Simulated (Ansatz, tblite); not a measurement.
Removing and adding an electron: Pt2H4. The state is a singlet with charge 0. Geometry: B3LYP-D4/def2-TZVP. Ansatz, gas phase; energy differences of separate SCF runs; the oxidised species was run as a doublet alone; the reduced species was run as a doublet alone.

Cartesian coordinates in Å:
```
Pt -0.575 -0.479 -1.055
Pt 0.571 0.479 1.055
H -1.251 0.780 -1.567
H 0.268 0.623 2.562
H -0.265 -0.626 -2.561
H 1.252 -0.777 1.566
```

In the def2 sets Pt takes a core potential; there is no spin–orbit coupling. The xTB rows come from tblite. Correlated methods freeze no core orbitals; core or outer-core shells of Pt are correlated, in sets that lack core-valence functions. The structure comes from a short search, and lower isomers may exist.

| level | −HOMO (eV) | vertical IE (eV) | −LUMO (eV) | vertical EA (eV) | HOMO–LUMO gap (eV) | IE − EA (eV) | remarks |
| --- | --- | --- | --- | --- | --- | --- | --- |
| GFN1-xTB | 10.64 | 13.82 | 9.74 | 6.85 | 0.89 | 6.97 | – |
| PBE-D4/def2-TZVP | 5.84 | 8.99 | 3.50 | – | 2.34 | – | – |
| PBE-D4/def2-TZVPD | 5.85 | – | 3.52 | 1.29 | 2.33 | – | HOMO above zero (-1 doublet) |
| r2SCAN-D4/def2-TZVP | 6.04 | 8.95 | 3.31 | – | 2.73 | – | – |
| PBE0-D4/def2-TZVP | 7.02 | 9.00 | 2.68 | – | 4.34 | – | – |
| MP2/def2-TZVPD | – | – | – | 1.16 | – | – | test for broken spin undecided (singlet) |

Estimate the rows for GFN2-xTB, HF/def2-TZVPD, r2SCAN-D4/def2-TZVPD, PBE0-D4/def2-TZVPD, CCSD/def2-TZVPD, CCSD(T)/def2-TZVPD.


| level | −HOMO (eV) | vertical IE (eV) | −LUMO (eV) | vertical EA (eV) | HOMO–LUMO gap (eV) | IE − EA (eV) | remarks |
| --- | --- | --- | --- | --- | --- | --- | --- |
| GFN2-xTB | 9.59 | 12.48 | 8.17 | 5.61 | 1.42 | 6.88 | – |
| HF/def2-TZVPD | – | – | – | 0.32 | – | – | test for broken spin undecided (singlet) |
| r2SCAN-D4/def2-TZVPD | 6.03 | – | 3.33 | 1.23 | 2.71 | – | HOMO above zero (-1 doublet) |
| PBE0-D4/def2-TZVPD | 7.02 | – | 2.70 | 1.19 | 4.32 | – | HOMO above zero (-1 doublet) |
| CCSD/def2-TZVPD | – | – | – | 0.91 | – | – | test for broken spin undecided (singlet) |
| CCSD(T)/def2-TZVPD | – | – | – | 1.02 | – | – | test for broken spin undecided (singlet) |

Relaxing the oxidised species (B3LYP-D4/def2-TZVP) changes its energy by -0.95 eV at PBE-D4/def2-TZVP, so the adiabatic ionisation energy to this nearest minimum is 8.04 eV. At PBE0-D4/def2-TZVP it is 7.91 eV.     A HOMO above zero means that the electron is unbound at that level or that self-interaction error raises the level; the energy of removing that electron tells which. Raw xTB energy differences between charge states are shifted by several eV; the methods need an empirical correction for them.
